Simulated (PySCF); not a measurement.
Zr(Cl)3(OH) (Cl3HOZr), SMILES [Zr]([Cl])([OH])([Cl])[Cl], multiplicity 1.

The structure is a stationary point at PBE0-D3(BJ)/def2-SVP. The multiplicity is an assumed one; no other spin state was optimised. The isomer is the one that the SMILES or the coordinates give; other isomers of the formula were not compared. The def2 effective core potentials stand for the cores of Zr; spin–orbit coupling is left out. The values are those of a single conformer.

Level of theory: M06-2X/def2-TZVP (PySCF).

The molecule is in vacuum.

Problem. Estimate the frontier levels, gap, dipole moment and polarisability. (Estimate from the structure and the level; the computed values follow.)

Solution. 
```
Quantity                                                                                                        Result
---------------------------------------------------------------------------------------------  -----------------------
highest occupied level                                                                                       -10.62 eV
lowest empty level                                                                                            -1.20 eV
orbital gap                                                                                                    9.43 eV
dipole moment                                                                                                   2.96 D
quadrupole, principal values (traceless, Buckingham form, about the centre of nuclear charge)  -6.55, -6.55, 13.10 D·Å
mean static polarisability                                                                       77.9 bohr³ (11.55 Å³)
polarisability, principal values                                                                70.3, 81.7, 81.7 bohr³
```
